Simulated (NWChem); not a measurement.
System: CHS$_{2}$ cation; SMILES S=C=[SH+]

Input file for NWChem:

```
start job
memory heap 200 mb stack 900 mb global 1100 mb
charge 1
geometry units angstroms
  S      1.558009    -0.282819     0.131091
  C      0.060847    -0.039834     0.043149
  S     -1.519585     0.311340    -0.174750
  H     -1.947406    -0.432678     0.874721
end
basis spherical
  * library def2-svp
end
dft
  xc pbe0
  iterations 150
end
driver
  maxiter 120
end
task dft optimize
task dft freq
```

Excerpt of the output:

```
             Northwest Computational Chemistry Package (NWChem) 7.3.0
             --------------------------------------------------------

 CS  symmetry detected

                             Geometry "geometry" -> ""
                             -------------------------

 Output coordinates in angstroms (scale by  1.889725989 to convert to a.u.)

  No.       Tag          Charge          X              Y              Z
 ---- ---------------- ---------- -------------- -------------- --------------
    1 S                   16.0000     0.02293214    -1.61123069     0.00000000
    2 C                    6.0000    -0.03023894    -0.09286235     0.00000000
    3 S                   16.0000     0.06800837     1.53775591     0.00000000
    4 H                    1.0000    -1.27361463     1.73277052     0.00000000

 Effective nuclear repulsion energy (a.u.)     117.5941966538

      Symmetry information
      --------------------

 Group name             Cs
 Group number              2
 Group order               2
 No. of unique centers     4

                                Z-matrix (autoz)
                                --------

 Units are Angstrom for bonds and degrees for angles

      Type          Name      I     J     K     L     M      Value
      ----------- --------  ----- ----- ----- ----- ----- ----------
    1 Stretch                  1     2                       1.51930
    2 Stretch                  2     3                       1.63358
    3 Stretch                  3     4                       1.35572
    4 Bend                     1     3     4                97.45033
    5 Bend                     2     3     4                94.82244
    6 Torsion                  1     2     4     3         180.00000

                           NWChem Geometry Optimization
                           ----------------------------

 maximum gradient threshold         (gmax) =   0.000450
 rms gradient threshold             (grms) =   0.000300
 maximum cartesian step threshold   (xmax) =   0.001800
 rms cartesian step threshold       (xrms) =   0.001200
 fixed trust radius                (trust) =   0.300000
 source of zmatrix                         =   autoz

          -------------------
          Energy Minimization
          -------------------

 Using diagonal initial Hessian
 Scaling for Hessian diagonals: bonds = 1.00  angles = 0.25  torsions = 0.10

          --------
          Step   0

                                 NWChem DFT Module
                                 -----------------

 Summary of "ao basis" -> "ao basis" (spherical)
 ------------------------------------------------------------------------------
       Tag                 Description            Shells   Functions and Types
 ---------------- ------------------------------  ------  ---------------------
 S                          def2-svp                 8       18   4s3p1d
 C                          def2-svp                 6       14   3s2p1d
 H                          def2-svp                 3        5   2s1p

      Symmetry analysis of basis
      --------------------------

        a'         40
        a"         15

            General Information
            -------------------
          SCF calculation type: DFT
          Wavefunction type:  closed shell.
          No. of atoms     :     4
          No. of electrons :    38
           Alpha electrons :    19
            Beta electrons :    19
          Charge           :     1
          Spin multiplicity:     1
          Use of symmetry is: on ; symmetry adaption is: on
          Maximum number of iterations: 150
          AO basis - number of functions:    55
                     number of shells:    25
          Convergence on energy requested:  1.00D-06
          Convergence on density requested:  1.00D-05
          Convergence on gradient requested:  5.00D-04

              XC Information
              --------------
                         PBE0 Method XC Functional
                     Hartree-Fock (Exact) Exchange  0.250
          PerdewBurkeErnzerhof Exchange Functional  0.750
            Perdew 1991 LDA Correlation Functional  1.000 local
           PerdewBurkeErnz. Correlation Functional  1.000 non-local

[...]

      ----------------------
      Optimization converged
      ----------------------

  Step       Energy      Delta E   Gmax     Grms     Xrms     Xmax
  ---- ---------------- -------- -------- -------- -------- --------
@    6    -834.14563272 -3.5D-08  0.00002  0.00001  0.00061  0.00164
                                     ok       ok       ok       ok

                                Z-matrix (autoz)
                                --------

 Units are Angstrom for bonds and degrees for angles

      Type          Name      I     J     K     L     M      Value     Gradient
      ----------- --------  ----- ----- ----- ----- ----- ---------- ----------
    1 Stretch                  1     2                       1.50754    0.00002
    2 Stretch                  2     3                       1.64011    0.00002
    3 Stretch                  3     4                       1.36610    0.00000
    4 Bend                     1     3     4                96.56241    0.00000
    5 Bend                     2     3     4                94.16384   -0.00000
    6 Torsion                  1     2     4     3         180.00000    0.00000

                         Geometry "geometry" -> "geometry"
                         ---------------------------------

 Output coordinates in angstroms (scale by  1.889725989 to convert to a.u.)

  No.       Tag          Charge          X              Y              Z
 ---- ---------------- ---------- -------------- -------------- --------------
    1 S                   16.0000     0.01560173    -1.60262179     0.00000000
    2 C                    6.0000    -0.02457500    -0.09561320     0.00000000
    3 S                   16.0000     0.07500986     1.54146584     0.00000000
    4 H                    1.0000    -1.27894964     1.72320255     0.00000000

 Effective nuclear repulsion energy (a.u.)     117.7587052264

      Symmetry information
      --------------------

 Group name             Cs
 Group number              2
 Group order               2
 No. of unique centers     4

                Final and change from initial internal coordinates
                --------------------------------------------------

                                Z-matrix (autoz)
                                --------

 Units are Angstrom for bonds and degrees for angles

      Type          Name      I     J     K     L     M      Value       Change
      ----------- --------  ----- ----- ----- ----- ----- ---------- ----------
    1 Stretch                  1     2                       1.50754   -0.01175
    2 Stretch                  2     3                       1.64011    0.00653
    3 Stretch                  3     4                       1.36610    0.01038
    4 Bend                     1     3     4                96.56241   -0.88792
    5 Bend                     2     3     4                94.16384   -0.65860
    6 Torsion                  1     2     4     3         180.00000    0.00000

[...]

 Rotational Constants
 --------------------
 A=   9.274238 cm-1  ( 13.343261 K)
 B=   0.104598 cm-1  (  0.150489 K)
 C=   0.103431 cm-1  (  0.148811 K)

 Temperature                      =   298.15K
 frequency scaling parameter      =   1.0000

 Zero-Point correction to Energy  =    9.244 kcal/mol  (  0.014731 au)
 Thermal correction to Energy     =   11.598 kcal/mol  (  0.018483 au)
 Thermal correction to Enthalpy   =   12.190 kcal/mol  (  0.019426 au)

 Total Entropy                    =   64.088 cal/mol-K
   - Translational                =   38.920 cal/mol-K (mol. weight =  76.9520)
   - Rotational                   =   22.292 cal/mol-K (symmetry #  =        1)
   - Vibrational                  =    2.876 cal/mol-K

 Cv (constant volume heat capacity) =   10.600 cal/mol-K
   - Translational                  =    2.979 cal/mol-K
   - Rotational                     =    2.979 cal/mol-K
   - Vibrational                    =    4.641 cal/mol-K

[normal modes left out]

 ----------------------------------------------------------------------------
 Normal Eigenvalue ||           Projected Infra Red Intensities
  Mode   [cm**-1]  || [atomic units] [(debye/angs)**2] [(KM/mol)] [arbitrary]
 ------ ---------- || -------------- ----------------- ---------- -----------
    1       -0.000 ||    0.007504           0.173         7.316       1.731
    2       -0.000 ||    0.050576           1.167        49.304      11.665
    3       -0.000 ||    0.006117           0.141         5.963       1.411
    4        0.000 ||    0.004552           0.105         4.437       1.050
    5        0.000 ||    0.001352           0.031         1.318       0.312
    6        0.000 ||    0.012942           0.299        12.617       2.985
    7      323.732 ||    0.006725           0.155         6.556       1.551
    8      376.852 ||    0.005631           0.130         5.490       1.299
    9      635.008 ||    0.002532           0.058         2.468       0.584
   10      910.552 ||    0.022317           0.515        21.756       5.147
   11     1613.991 ||    0.296542           6.841       289.084      68.396
   12     2609.247 ||    0.103486           2.388       100.883      23.869
 ----------------------------------------------------------------------------
```

Level: PBE0/def2-SVP.
